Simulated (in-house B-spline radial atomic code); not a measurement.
Settings and results of a run for Sc⁵⁺. Computed with a radial B-spline atomic code at the basis-set limit: scalar-relativistic (X2C) RPBE, spin-polarised, spherical fractional occupations, Fermi nucleus of rms radius 3.5459 fm.

Command:
```bash
python run_scf.py task.json out
```
Settings (nuclear radius in fm, mass in u):
```
Z                21
configuration    [Ne] 3s2 3p4
hamiltonian      x2c
method           rpbe,pbe
spin_polarised   True
nucleus          fermi
rms_radius       3.5459
atomic_mass      44.95591
speed_of_light   137.035999084
```

Output (hartree, bohr):
```
 radial grid: 66 intervals, B-splines of order 8, outer radius 12.1053 bohr

 iter        energy (Eh)    residual
    1        -753.157115    3.64e-01
    2        -756.073498    1.60e-01
    3        -756.393804    5.01e-02
    4        -756.430882    1.53e-02
    5        -756.434951    6.29e-03
    6        -756.435501    1.41e-04
    7        -756.435501    1.88e-05
    8        -756.435501    4.36e-07
    9        -756.435501    3.66e-08

 total energy                      -756.43550
 kinetic                             763.1767
 electron-nucleus                  -1751.8423
 Hartree                             269.1571
 exchange-correlation                -36.9271

 orbital      occ     eigenvalue          <r>       <r^2>       <1/r>       r_max
 1s up      1.000      -164.5909    0.0727733   0.0071365     20.9649     0.04751
 1s down    1.000      -164.5634    0.0727626  0.00713436     20.9675     0.04751
 2s up      1.000       -20.4151     0.342478     0.13884     4.33435      0.2831
 2s down    1.000       -20.3940     0.342294     0.13861     4.33389      0.2833
 2p up      3.000       -17.2625     0.306659    0.116124     4.21149      0.2319
 2p down    3.000       -17.2290     0.306605    0.115995     4.21012      0.2322
 3s up      1.000        -4.6869      1.00662     1.15653     1.39984      0.8993
 3s down    1.000        -4.5486      1.01203      1.1708     1.39325      0.9006
 3p up      3.000        -3.8492      1.05043     1.27648     1.29792      0.9221
 3p down    1.000        -3.7160      1.05933     1.30105     1.28903      0.9246
```

Cost of the run: 0.18 s on 1 thread of Arm Neoverse V1, with other jobs on the host.
